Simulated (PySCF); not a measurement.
Geometry:
| atom | x (Å) | y (Å) | z (Å) |
| --- | --- | --- | --- |
| C1 | 3.231 | -0.401 | -0.296 |
| C2 | 2.164 | 0.283 | 0.081 |
| O3 | 0.913 | -0.159 | -0.126 |
| Si4 | -0.494 | 0.580 | 0.164 |
| O5 | -1.489 | -0.611 | -0.266 |
| C6 | -2.878 | -0.572 | -0.260 |
| H7 | 4.220 | -0.027 | -0.114 |
| H8 | 3.134 | -1.348 | -0.795 |
| H9 | 2.246 | 1.240 | 0.583 |
| H10 | -0.638 | 0.942 | 1.578 |
| H11 | -0.655 | 1.776 | -0.668 |
| H12 | -3.247 | -1.561 | -0.531 |
| H13 | -3.249 | 0.161 | -0.980 |
| H14 | -3.259 | -0.304 | 0.729 |

- GFN2-xTB structure
- GIAO PBE0/pcSseg-1 shieldings
- program: PySCF 2.14
- rapidly exchanging positions averaged, gas phase, one conformer, non-relativistic

Shifts are taken against calculated references (same method and geometry level): ¹³C (σref 186.93) and ¹H (σref 31.72) and ²⁹Si (σref 349.16) vs TMS; ¹⁷O (σref 336.08) vs H2O.

```
      atoms  nucleus  count  Hirshfeld charge  δ (ppm)
         C2      ¹³C      1              0.03        ?
         H8       ¹H      1              0.05     4.92
H12/H13/H14       ¹H      3              0.05     3.84
         C1      ¹³C      1             -0.14    101.0
         H7       ¹H      1              0.05        ?
        Si4     ²⁹Si      1              0.45    -30.3
    H10/H11       ¹H      2             -0.09     4.91
         O5      ¹⁷O      1             -0.22      7.5
         C6      ¹³C      1             -0.03     50.1
         H9       ¹H      1              0.05     6.60
         O3      ¹⁷O      1             -0.19        ?
```

Task: Fill in the missing shifts.

Result: 
- C2: 148.6 ppm, alkene carbon bearing oxygen; an sp2 carbon further deshielded by the attached heteroatom
- H7: 4.50 ppm, hydrogen on a β carbon of an enol-ether or enamine type C=C; lone-pair donation from O or N shields it, upfield of ordinary alkene protons
- O3: 119.2 ppm, oxygen bonded to C, Si

Shifts are as computed. Against solution values, carbons near 30 ppm lie about +3 ppm off and those near 130 ppm about +5 ppm (rms about the fit 2.1 ppm; single classes can miss by 10 ppm). Of 1328 compounds with measured shifts, 309 miss one by over three times the rms of a fit or turn the order of signals round; such compounds aren't used in these exercises. Signals without a measured value on file couldn't be tested in this way; 1H shifts scatter by 0.2 ppm about their fit, and single ones miss by 0.5 ppm. Experimental scales use liquid or dissolved standards, which lie at an offset from isolated H2O (liquid H2O: subtract about 36 ppm).
